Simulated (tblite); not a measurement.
C4H3FP2.
SMILES: `FC1=PC=CP=C1`

Computed with GFN2-xTB (tblite): harmonic, unscaled wavenumbers at the GFN2-xTB geometry, gas phase. Against measured fundamentals such values can be off by several per cent, at times by over 20.

Harmonic wavenumbers (cm⁻¹): 129.0, 209.2, 313.9, 339.5, 364.4, 414.4, 482.1, 598.0, 696.4, 733.5, 739.6, 827.6, 897.7, 900.9, 956.8, 1062.2, 1204.1, 1257.8, 1329.5, 1349.2, 1487.0, 3006.2, 3017.2, 3030.1.

A = 2865, B = 1769, C = 1094 MHz; mass 131.969 u (most abundant isotopes); point group Cs, symmetry number 1.

Problem. What is the zero-point energy?

Solution. Half the sum of the wavenumbers: 12673 cm⁻¹ = 36.23 kcal/mol.

Problem. Give the ideal-gas entropy at 200 K and 1 bar in the rigid-rotor, harmonic-oscillator model (classical rotation).

Solution. Translation 38.59, rotation 27.26, vibration 6.67: S = 72.5 cal/(mol K).

Problem. And Cp and H(200 K) − H(0)?

Solution. Cp = 19.03 cal/(mol K), of which vibrations give 11.08 (their classical limit is 24 R = 47.7); H(200 K) − H(0) = 2.47 kcal/mol without the zero-point energy, 0.88 from vibrations.

Problem. What must be added to the electronic energy to get the Gibbs energy at 200 K and 1 bar?

Solution. ZPE + [H(200 K) − H(0)] − T·S = 36.23 + 2.47 − 14.50 = 24.20 kcal/mol.

Problem. How do the functions run with temperature in this model?

Solution. 
```csv
T (K),S (cal/(mol K)),Cp (cal/(mol K)),H − H(0) (kcal/mol),G − H(0) (kcal/mol),ln q(vib)
50,55.1,8.9,0.41,-2.35,0.03
100,62.1,11.9,0.92,-5.29,0.25
298.15,81.4,25.7,4.67,-19.60,2.34
373.15,87.6,30.0,6.76,-25.94,3.35
500,97.2,35.7,10.95,-37.68,5.12
750,113.1,42.5,20.81,-64.05,8.55
1000,126.0,46.4,31.96,-93.99,11.73
```

q(vib) and H(0) count from the zero-point level.

Hindered rotation and anharmonicity are outside this model.
